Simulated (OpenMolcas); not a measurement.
**Ir6+ in a point-charge field**

Ir6+ among 6 point charges of -1.2 e arranged as a trigonal antiprism (D3d), 2 Å from the ion, with a polar angle of 55.8° against the regular 54.74°.

| Property | Result |
| --- | --- |
| Program | OpenMolcas 26.06 |
| Method | CASSCF |
| Basis | ANO-RCC-VTZP [8s7p5d3f1g] |
| Scalar Hamiltonian | DKH2, point nucleus |
| Active space | 3 electrons in 5 orbitals (5d) |
| State averaging | 2S+1 = 4 even, 10 roots; 2S+1 = 2 even, 40 roots |
| Spin-orbit coupling | state interaction with AMFI integrals over the reference wave functions |

The lowest spin-free states (labels of D3, the rotations of D3d), above the lowest:

```csv
State,Degeneracy,E (cm-1),Free-ion L (%)
4A2,1,0.0,F (100)
4A1,1,4089,F (100)
4E,2,4388,F (100)
4E,2,7414,F (98)
4A2,1,7642,F (99)
2E,2,17984,G (78)
2A2,1,18393,G (70)
2E,2,18590,G (72)
4A2,1,19253,P (98)
2A1,1,20268,G (100)
4E,2,20343,P (98)
2E,2,21321,G (88)
2A1,1,21388,G (92)
2A1,1,23931,H (78)
2E,2,23986,H (64)
2E,2,24055,H (66)
2A2,1,24311,H (57)
2E,2,26106,H (56)
2E,2,27215,P (53)
2A2,1,27284,P (61)
```

The lowest levels with spin-orbit coupling:

| E (cm-1) | Degeneracy | Label | 2S+1 | g |
| --- | --- | --- | --- | --- |
| 0.0 | 2 | E3/2 | 4 (84 %) | 0.00 0.00 1.10 |
| 346.9 | 2 | E1/2 | 4 (84 %) | 0.48 0.48 0.87 |
| 8040 | 2 | E1/2 | 4 | 1.16 1.16 2.99 |
| 8160 | 2 | E3/2 | 4 | 0.00 0.00 3.25 |
| 9629 | 2 | E1/2 | 4 | 0.66 1.19 1.19 |
| 14541 | 2 | E1/2 | 4 (86 %) | 1.02 1.02 5.59 |
| 14655 | 2 | E1/2 | 4 (84 %) | 0.09 0.09 5.53 |
| 14742 | 2 | E3/2 | 4 (86 %) | 0.00 0.00 3.73 |
| 15860 | 2 | E1/2 | 4 (85 %) | 2.57 3.05 3.05 |
| 17748 | 2 | E3/2 | 4 (53 %) | 0.00 0.00 1.88 |
| 17831 | 2 | E1/2 | 4 (52 %) | 1.06 1.06 3.16 |
| 18655 | 2 | E3/2 | 4 (55 %) | 0.00 0.00 3.93 |
| 18679 | 2 | E1/2 | 4 (53 %) | 0.74 0.74 2.92 |
| 20328 | 2 | E1/2 | 4 (57 %) | 4.27 4.27 4.32 |
| 21341 | 2 | E3/2 | 4 (55 %) | 0.00 0.00 4.87 |
| 21605 | 2 | E1/2 | 4 (55 %) | 0.13 2.89 2.89 |
| 22619 | 2 | E1/2 | 4 (59 %) | 1.74 1.74 2.53 |
| 28438 | 2 | E3/2 | 2 (65 %) | 0.00 0.00 3.25 |
| 28584 | 2 | E1/2 | 2 (64 %) | 1.46 2.36 2.36 |
| 29044 | 2 | E1/2 | 2 (76 %) | 1.33 1.71 1.71 |

Powder χT (cm3 K/mol): 0.0388 at 2 K, 0.0412 at 10 K, 0.0531 at 50 K, 0.0678 at 100 K, 0.0909 at 200 K, 0.106 at 300 K. The effective moment at 300 K is 2.828 √(χT) = 0.92 μB.

Spin-orbit coupling mixes the spin-free states strongly: the lowest level takes only 28 % from its leading state, 4A2. Without dynamic correlation the repulsion within the d shell is too large (B by tens of per cent), so at a given field states of lower spin stand too high. This is an electrostatic model: the charges have no orbitals. No measured value stands beside these numbers.
